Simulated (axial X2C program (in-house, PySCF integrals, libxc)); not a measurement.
## Worked dissociation energy of MoP: PBE0, 2c

Computed with an axial X2C code built on PySCF integrals. Two-component (2c) means X2C with spin–orbit coupling and atomic mean-field two-electron Coulomb and Gaunt terms. Basis: Mo dyall-cv3z [11s12p9d5f3g], P dyall-v3z [8s7p2d1f] (cores contracted in-house); Gaussian nuclei, density fitting, unrestricted open shells. Masses: Mo 97.905 u, P 30.974 u.

Molecular state: Ω = 3/2 (⟨Sz⟩ = 1.50, ⟨Lz⟩ = 0.00 at PBE0).

* E(Mo) (2M_J = 6): -4046.489232 hartree
* E(P) (2M_J = 3): -341.922219 hartree
* E(MoP) at Re: -4388.517521 hartree
* ωe: 433.1 cm⁻¹
* ωexe: 2.75 cm⁻¹

Question: Work out De and D0.

Answer: De = -4046.489232 + (-341.922219) − (-4388.517521) = 0.10607 hartree = 2.886 eV. The zero-point energy is ωe/2 − ωexe/4 = 216 cm⁻¹ = 0.027 eV, so D0 = 2.860 eV.

The state is one determinant whose occupation by symmetry is held fixed; it was picked as the lowest of a PBE0 search that is not exhaustive. Dissociation energies refer to the lowest single-determinant-based atoms at the same level and basis. Density functionals use the spin component along the axis (collinear). With several unpaired electrons one determinant need not be a pure state. This is the top spin component of a Σ state; components of lower Ω are not single determinants and can lie lower. The determinant is spin-polarised beyond a pure state at some levels (its spin-free form has ⟨S²⟩ too high), which makes Re and μ there less reliable.

Each atomic determinant is the lowest at this level and need not be a pure J level. Totals compare only within one Hamiltonian and basis.
